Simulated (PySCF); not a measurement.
## Mg⁺: ionisation energy

Mg⁺ [Ne] 3s1 (2S) → Mg²⁺ [Ne] (1S), as a difference of total energies. Calculation: PySCF 2.14, in x2c-SVPall; the spin-free X2C one-electron Hamiltonian (Gaussian nucleus). The calculations carry no spin-orbit coupling.

```
method  ionisation energy (eV)
   UHF                  14.630
M06-2X                  15.068
r2SCAN                  14.920
```

For comparison: 15.035 eV (measured; NIST Atomic Spectra Database, ionization energies).
